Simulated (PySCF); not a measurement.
## Calculated data, CH4FNSi

All values are calculated (PySCF 2.14.0). Calculation on a computer-drawn molecule: optimised geometry and harmonic frequencies of an isolated molecule of the commonest isotopes, restricted reference for singlets and unrestricted otherwise, frozen core in MP2.

```yaml
- formula: CH4FNSi
  start_structure:
    atoms_angstrom:
      - [C, -2.4556, -2.0541, 0.2727]
      - ["N", -1.5998, -1.4383, 1.2635]
      - [Si, -1.2398, -1.8461, 2.8225]
      - [F, -0.1621, -0.8361, 3.4047]
      - [H, -2.4206, -1.3538, -0.5611]
      - [H, -2.2941, -2.9989, 0.0048]
      - [H, -3.5205, -2.0578, 0.596]
      - [H, -1.4106, -2.7779, 3.9075]
  given:
    charge: 0
    multiplicity: 1
    method: HF
    basis: "cc-pV(D+d)Z"
    drawn_bonds_atom: [1, 2, 3, 1, 1, 1, 3]
    drawn_bonds_other_atom: [2, 3, 4, 5, 6, 7, 8]
    drawn_bonds_order: [1, 2, 1, 1, 1, 1, 1]
  results:
    "total_energy [hartree]": null
    "rotational_constants [GHz]": null
```

Question: What total energy does the calculation give for CH4FNSi?
Answer: -483.0392 hartree

Question: Give the missing rotational constants for CH4FNSi.
Answer: 20.13, 3.252, 2.849 GHz

Question: Give the table of modes values for CH4FNSi.
Answer: 
Modes:
| frequency (cm⁻¹) | reduced mass (dalton) |
| --- | --- |
| 78.72 | 1.093 |
| 121.7 | 4.017 |
| 291.2 | 3.872 |
| 384.4 | 11.57 |
| 589.7 | 1.283 |
| 785.1 | 6.739 |
| 922.6 | 1.491 |
| 998.7 | 2.787 |
| 1233 | 1.281 |
| 1234 | 1.307 |
| 1561 | 1.28 |
| 1597 | 1.059 |
| 1600 | 1.044 |
| 1632 | 5.968 |
| 2462 | 1.045 |
| 3153 | 1.033 |
| 3214 | 1.105 |
| 3219 | 1.103 |

Further results for CH4FNSi:

- convergence status largest gradient component: 3.278e-05 hartree/bohr

Optimised structure:
```xyz
8
CH4FNSi
C     -2.5127    -2.0350     0.2962
N     -2.0442    -2.2351     1.6277
Si    -1.2051    -1.8637     2.8480
F     -0.2002    -0.6360     3.0675
H     -2.0663    -1.1668    -0.1975
H     -2.2998    -2.9145    -0.3174
H     -3.5977    -1.8998     0.2920
H     -1.1772    -2.6121     4.0942
```
